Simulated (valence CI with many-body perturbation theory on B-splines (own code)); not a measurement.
Br³⁺: electric-dipole lines

Computed by configuration interaction combined with many-body perturbation theory (CI+MBPT): four valence electrons over a frozen Dirac-Fock core [Ar] 3d10, radial functions for each j: 11 s, 11 p, 10 d, 8 f, 5 g, 2 h, with the one-electron correlation potential Σ1 (screened to all orders), the two-electron term Σ2, the three-electron term Σ3, Breit, model QED; selected single and double excitations, second order for the rest, scaled by the run's own slope (own B-spline code, finite nucleus).

No measured spectrum was set against this ion. As an estimate, levels hold to about 250 cm⁻¹ or 0.2 % of their energy and the worst to 1 %, as in measured heavy ions of charge 2 to 7; those with d or f electrons hold less well. Among the levels kept, up to 1600 cm⁻¹ of a level comes from second order outside the variational space, and about a tenth of that is noise between levels of different J, which matters for small intervals.

Lines 51 to 100 of 552 in falling wavelength, among levels below 320512 cm⁻¹, chosen from the strongest by gf and those to the six lowest levels. Wavelengths and rates use the calculated energies, so an error of 300 cm⁻¹ moves a line at 6625 Å by 2 % and its rate by three times that or more. Electric multipoles are in the length gauge, E1 and E2 with the static RPA response of the core. Weak lines are less certain than strong ones. Lines between different terms over intervals too small for the method are left out, as are lines whose strength nearly cancels. Where a level lies close to another of its J and parity, the split of strength between their lines is uncertain. The highest levels of a list are the least certain.

Names give the largest LS component (configuration and term), which can be under half, so a name can repeat, a term be missing and a line seem to break the LS rules; names also repeat where a configuration has a term twice. Letters in brackets count levels of one name in rising energy.

```
λ vac (Å)                Upper            Lower   A (s⁻¹)  log gf  Branch %
     6625       4s2 4p 6p 1D_2  4s2 4p 6s 1P°_1  3.69e+07    0.08       2.7
     6612       4s2 4p 6p 1D_2  4s2 4p 5d 1F°_3  3.99e+07    0.12       3.0
     6439       4s2 4p 6p 1D_2  4s2 4p 6s 3P°_2  2.25e+07   -0.16       1.7
     6237   4s 4p2 4d 3D_2 [a]  4s2 4p 5d 3F°_3  1.93e+07   -0.25       0.4
     6217       4s2 4p 6p 3S_1  4s2 4p 6s 3P°_2  1.05e+08    0.26      17.6
     6081       4s2 4p 6p 3D_2  4s2 4p 6s 3P°_1  5.51e+07    0.18       3.5
     6048       4s2 4p 6p 3P_2  4s2 4p 6s 1P°_1  2.80e+07   -0.11       3.2
     6038       4s2 4p 6p 3P_2  4s2 4p 5d 1F°_3  3.55e+07   -0.01       4.1
     5994       4s2 4p 6p 3D_1  4s2 4p 6s 3P°_0  5.46e+07   -0.05       5.9
     5924       4s 4p2 4d 3G_5  4s2 4p 5d 3F°_4  2.71e+07    0.20       0.5
     5894       4s2 4p 6p 3P_2  4s2 4p 6s 3P°_2  3.75e+07   -0.01       4.3
     5782       4s2 4p 6p 3P_0  4s2 4p 6s 3P°_1  8.36e+07   -0.38      13.6
     5739   4s 4p2 4d 3D_1 [a]  4s2 4p 5d 3F°_2  4.24e+07   -0.20       1.0
     5662       4s2 4p 6p 1S_0  4s2 4p 5d 1P°_1  2.15e+08    0.01      42.4
     5652       4s2 4p 6p 3S_1  4s2 4p 5d 3P°_0  2.19e+07   -0.50       3.7
     5557       4s2 4p 6p 1D_2  4s2 4p 5d 3P°_2  1.49e+07   -0.46       1.1
     5532       4s2 4p 6p 3S_1  4s2 4p 5d 3P°_1  5.03e+07   -0.16       8.4
     5511       4s2 4p 6p 3D_3  4s2 4p 5d 3D°_3  2.10e+07   -0.17       0.4
     5357       4s2 4p 6p 1P_1  4s2 4p 5d 1D°_2  8.58e+07    0.04      12.7
     5338   4s 4p2 4d 3F_3 [c]  4s2 4p 5d 3F°_4  2.26e+07   -0.17       0.2
     5304   4s 4p2 4d 3D_1 [b]  4s2 4p 5d 3F°_2  6.01e+07   -0.12       1.3
     5257       4s2 4p 6p 3D_3  4s2 4p 5d 3F°_4  7.74e+07    0.35       1.5
     5238       4s2 4p 6p 1D_2  4s2 4p 5d 3D°_3  3.07e+07   -0.20       2.3
     5186       4s2 4p 6p 3P_0  4s2 4p 5d 3D°_1  1.37e+08   -0.26      22.4
     5160       4s2 4p 6p 3D_1  4s2 4p 5d 3D°_2  9.96e+07    0.08      10.8
     5146       4s2 4p 6p 3P_2  4s2 4p 5d 3P°_2  5.18e+07    0.01       6.0
     5121       4s2 4p 6p 3D_2  4s2 4p 5d 3F°_3  7.77e+07    0.18       4.9
     5014       4s2 4p 6p 1D_2  4s2 4p 5d 1D°_2  2.10e+07   -0.40       1.6
     4912       4s 4p2 4d 3G_4  4s2 4p 5d 3F°_3  2.74e+07   -0.05       0.6
     4886      4s2 4p 6d 3D°_3   4s2 4p 6p 3P_2  5.35e+07    0.13       5.1
     4873      4s2 4p 6d 1P°_1   4s2 4p 6p 1S_0  3.38e+07   -0.44       2.7
     4871       4s2 4p 6p 3P_2  4s2 4p 5d 3D°_3  4.19e+07   -0.13       4.8
     4817      4s2 4p 7s 1P°_1   4s2 4p 6p 1S_0  1.36e+08    0.15       5.6
     4798      4s2 4p 6d 3F°_2   4s2 4p 6p 3D_2  2.00e+07   -0.46       3.4
     4777       4s 4p2 4d 3G_3  4s2 4p 5d 3F°_2  3.89e+07   -0.03       0.8
     4771      4s2 4p 6d 3D°_1   4s2 4p 6p 3P_0  9.97e+07    0.01       8.2
     4765      4s2 4p 6d 3P°_2   4s2 4p 6p 3P_2  7.74e+07    0.12       8.2
     4735      4s2 4p 6d 3F°_2   4s 4p2 4d 3G_3  2.25e+07   -0.42       3.9
     4685  4s 4p2 5p 5D°_2 [a]   4s2 4p 6p 3D_1  6.46e+07    0.03       6.4
     4673      4s2 4p 5g 3H°_5   4s 4p2 4d 3G_4  2.30e+07   -0.08       2.0
     4654      4s 4p2 5p 3D°_1   4s2 4p 6p 3S_1  3.99e+07   -0.41       4.2
     4624  4s 4p2 5p 5D°_2 [b]   4s2 4p 6p 3D_1  8.15e+07    0.12       7.5
     4619      4s2 4p 6d 3F°_3   4s2 4p 6p 3D_2  1.43e+08    0.51      16.0
     4613      4s2 4p 6d 1D°_2   4s2 4p 6p 1D_2  7.47e+07    0.08       8.2
     4596      4s2 4p 5g 1G°_4   4s 4p2 4d 1F_3  1.55e+07   -0.35       1.3
     4573      4s2 4p 6d 3P°_2   4s2 4p 6p 3S_1  5.16e+07   -0.09       5.5
     4566      4s2 4p 6d 3D°_3   4s2 4p 6p 1D_2  4.01e+07   -0.06       3.8
     4550      4s 4p2 5p 5D°_4   4s2 4p 6p 3D_3  1.21e+07   -0.47       1.1
     4484      4s2 4p 6d 1F°_3   4s2 4p 6p 3P_2  9.64e+07    0.31       7.5
     4445      4s2 4p 5g 3H°_4   4s 4p2 4d 3G_3  7.02e+07    0.27       6.1
```

Question: How does gf follow from A for the line at 4777 Å?

Answer: gf = 1.4992 × (2J+1)_upper × A / σ², with σ = 20934 cm⁻¹ and 2J+1 = 7: gf = 0.931.
